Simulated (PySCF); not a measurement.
# Computed properties of Sb(Br)(SiH3)2 (BrH6SbSi2), SMILES [SiH3][Sb]([SiH3])[Br]

Sb(Br)(SiH3)2 (BrH₆SbSi₂), SMILES [SiH3][Sb]([Br])[SiH3]. The structure is a stationary point at B3LYP-D3(BJ)/def2-SVP. The def2 effective core potentials stand for the cores of Sb; spin–orbit coupling is left out. One conformer was computed; it need not be the lowest. All values are computed for the isolated molecule unless a solvent is named; none is compared with measurement here.

**Structure.** The optimised structure has Cs symmetry. All 24 harmonic modes at B3LYP-D3(BJ)/def2-SVP (PySCF) are real, so it is a minimum. With heavy atoms numbered as in [Sb:1]([Br:2])([SiH3:3])[SiH3:7], the shortest bond between them is Sb1–Br2 at 2.587 Å and the longest Sb1–Si3 at 2.607 Å.

**Vibrations.** The strongest infrared lines (harmonic, unscaled, degenerate partners summed) lie at 844 cm⁻¹ (483 km/mol, H 92 %, Si 8 %), 881 cm⁻¹ (261 km/mol, H 91 %, Si 9 %), 2203 cm⁻¹ (130 km/mol, H 98 %). The softest mode is at 72 cm⁻¹ and the zero-point energy is 31.7 kcal/mol.

**Electronic structure.** B3LYP/def2-TZVP (PySCF) places the frontier levels at -6.94 and -2.46 eV, a gap of 4.48 eV, and gives a dipole moment of 2.42 D and a mean polarisability of 126.1 bohr³. PBE/def2-TZVP (PySCF) at the same geometry gives -6.14 and -3.02 eV, so its gap is 1.36 eV narrower. An orbital gap is neither the optical nor the fundamental gap.

**Excitations.** TDDFT-M06-2X/def2-SVPD (PySCF) has S1 at 3.62 eV (343 nm, f = 0.009, weak); the most intense of the 10 singlets computed lies at 6.17 eV (f = 0.31). T1 (TDA) is at 2.96 eV. TDDFT-PBE/def2-SVPD (PySCF) puts S1 at 3.35 eV. No vertical singlet excitation falls in the visible range (under 3.1 eV).
